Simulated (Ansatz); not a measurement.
Nb2O, 3 atoms. Hardware: 4 threads of Arm Neoverse V1 on a shared host.

In the def2 sets Nb takes a core potential; there is no spin–orbit coupling. Correlated methods freeze 1 core orbital; core or outer-core shells of Nb are correlated, in sets that lack core-valence functions.

**Question.** How many basis functions does each of these Ansatz runs have, and roughly what does it cost? r2SCAN-D4/def2-TZVP, charge 0 quintet, energy, from earlier orbitals; r2SCAN-D4/def2-TZVP, charge 0 unrestricted singlet, energy, from earlier orbitals; PBE-D4/def2-TZVP, charge 0 quintet, energy, from earlier orbitals; HF/def2-TZVP, charge 0 singlet, energy, from earlier orbitals; HF/def2-TZVP, charge 0 quintet, energy, from earlier orbitals; PBE0-D4/def2-SVP, charge 0 singlet, energy, from earlier orbitals; CCSD(T)/def2-TZVPP, charge 0 triplet, energy, from earlier orbitals; CCSD(T)/def2-TZVPD, charge 0 singlet, energy, from earlier orbitals; r2SCAN-D4/def2-TZVPD, charge -1 doublet at the geometry of the charge 0 singlet, energy, from earlier orbitals; PBE-D4/def2-SVP, charge 0 singlet, energy, from earlier orbitals; B2PLYP/def2-TZVP, charge 0 quintet, energy, from earlier orbitals; PBE-D4/def2-TZVP, charge 1 doublet at the geometry of the charge 0 singlet, energy, from earlier orbitals.

**Answer.** Other jobs shared the machine, so times can vary by a factor of up to 3. A dash marks memory too small to be measured apart from the calling script's.

| run | functions | fitting or Cholesky vectors | wall time | peak host memory (GiB) |
| --- | --- | --- | --- | --- |
| PBE-D4/def2-SVP, charge 0 singlet, energy, from earlier orbitals | 76 | 697 | 0.7 s | – |
| PBE0-D4/def2-SVP, charge 0 singlet, energy, from earlier orbitals | 76 | 787 | 0.8 s | – |
| HF/def2-TZVP, charge 0 singlet, energy, from earlier orbitals | 111 | 1080 | 1 s | – |
| HF/def2-TZVP, charge 0 quintet, energy, from earlier orbitals | 111 | 1080 | 1.4 s | – |
| PBE-D4/def2-TZVP, charge 0 quintet, energy, from earlier orbitals | 111 | 787 | 1.9 s | – |
| PBE-D4/def2-TZVP, charge 1 doublet at the geometry of the charge 0 singlet, energy, from earlier orbitals | 111 | 787 | 2.2 s | – |
| r2SCAN-D4/def2-TZVP, charge 0 unrestricted singlet, energy, from earlier orbitals | 111 | 787 | 4.1 s | – |
| r2SCAN-D4/def2-TZVP, charge 0 quintet, energy, from earlier orbitals | 111 | 787 | 4.4 s | – |
| B2PLYP/def2-TZVP, charge 0 quintet, energy, from earlier orbitals | 111 | 919 | 4.7 s | – |
| CCSD(T)/def2-TZVPD, charge 0 singlet, energy, from earlier orbitals | 120 | 959 | 11 s | 0.57 |
| r2SCAN-D4/def2-TZVPD, charge -1 doublet at the geometry of the charge 0 singlet, energy, from earlier orbitals | 120 | 820 | 11 s | – |
| CCSD(T)/def2-TZVPP, charge 0 triplet, energy, from earlier orbitals | 143 | 960 | 50 s | 1.9 |
